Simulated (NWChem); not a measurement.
MoNHSCl₂; SMILES [NH]=[Mo](=[S])([Cl])[Cl]

Computed with NWChem. Medium grid unless said otherwise, to which SCAN and Minnesota functionals are sensitive. Geometry: optimised at PBE0/def2-SVP. Not confirmed as a minimum by frequencies. def2 effective core potentials on Mo; no spin-orbit coupling. Hybrids' shares of exact exchange are those that their runs print; pure functionals count as 0. The functionals differ in more than this share.

| row | share of exact exchange | orbital gap (eV) |
|---|---|---|
| PBE/def2-SVP | 0.00 | 2.72 |
| N12/def2-SVP | 0.00 | 2.68 |
| B3LYP/def2-SVP | 0.20 | 4.15 |
| MN15/def2-SVP | 0.44 | 5.68 |
| M05-2X/def2-SVP | 0.56 | withheld |

Fit a straight line of the last column on the one before it, predict the withheld value, and compare with the run.


1. Means of the 4 shown rows: x = 0.160, y = 3.808. Slope Σ(x − x̄)(y − ȳ)/Σ(x − x̄)² = 0.8924/0.1312 = 6.802; intercept 2.719.
2. The shown rows scatter about the line by 0.043 (root mean square); the largest residual is +0.07, at B3LYP/def2-SVP.
3. At x = 0.56 (M05-2X/def2-SVP; beyond the shown range) the line gives 6.53.
4. The run gives 6.72, +0.19 from the line, 4.4 times the scatter.
